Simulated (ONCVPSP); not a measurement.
What one change does to a pseudopotential (vanadium, ONCV)

```json
{"Element": "V (Z = 23)", "Generator": "ONCVPSP 4.0.1", "Type": "optimised norm-conserving Vanderbilt (ONCV)", "Functional": "LDA (Perdew-Wang 92)", "Relativity": "scalar-relativistic", "Frozen core": "[Ne]", "Valence charge": "13", "Reference configuration": "3s2 3p6 3d3 4s2", "Partial waves": "3s+4s: rc 1.90 bohr, ncon 4, nbas 7, qcut 7.6 1/bohr, 2 projectors; 3p: rc 1.55 bohr, ncon 5, nbas 8, qcut 10.9 1/bohr, 2 projectors, debl 0.5 Ha; 3d: rc 1.85 bohr, ncon 4, nbas 9, qcut 7.3 1/bohr, 2 projectors, debl 3.9 Ha", "Local potential": "polynomial inside 1.20 bohr (lpopt 5, dvloc0 6 Ha)", "Core correction": "Teter function, fcfact 2.25, rcfact 1.5"}
```

In the p channel the program set the typed energies aside and used -1.615, 0.250 Ha.

Change: core correction Teter function, fcfact 2.25, rcfact 1.8.

Cutoffs: the cutoffs (Ha) at which the residual kinetic energy of the hardest occupied pseudo-wave falls to 1 and 0.1 mHa per electron; they do not see the model core or the augmentation charge, which bear on the density cutoff. Errors are all-electron minus pseudo energies relative to the spin-unpolarised reference configuration.

Task: Predict the effect on cutoff, ghosts and configuration errors.

Result: The potential gets neither clearly harder nor softer (23 Ha and 28 Ha → 23 Ha and 28 Ha); the errors of the 4 common tests hardly move; neither file shows a bound ghost. A model core, the more so a compact one, raises the density cutoff, which this test does not measure.

| quantity | base | changed |
| --- | --- | --- |
| cutoff, loose | 23 Ha | 23 Ha |
| cutoff, tight | 28 Ha | 28 Ha |
| bound ghosts | none | none |
| GHOST(+) flags under 300 eV | none | none |
| error for 3s2 3p6 3d3 4s1, meV [ΔE 7.93 eV] | +0.1 | +0.1 |
| error for 3s2 3p6 3d3 4s0, meV [ΔE 22.47 eV] | +0.6 | +0.3 |
| error for 3s2 3p6 3d2 4s0, meV [ΔE 51.63 eV] | +78 | +78 |
| error for 3s2 3p6 3d3.5 4s1.5, meV [ΔE 0.02 eV] | +9.8 | +9.6 |
| s: phases at 1.93 bohr within 0.05 rad from the reference energy up to (Ha; the scan ends near 5) | to the end of the scan | to the end of the scan |
| p: phases at 1.58 bohr within 0.05 rad from the reference energy up to (Ha; the scan ends near 5) | to the end of the scan | to the end of the scan |
| d: phases at 1.88 bohr within 0.05 rad from the reference energy up to (Ha; the scan ends near 5) | 1.6 | 1.6 |
| rms error of d²Exc/dni dnj with the model core, mHa | 1.06 | 1.46 |
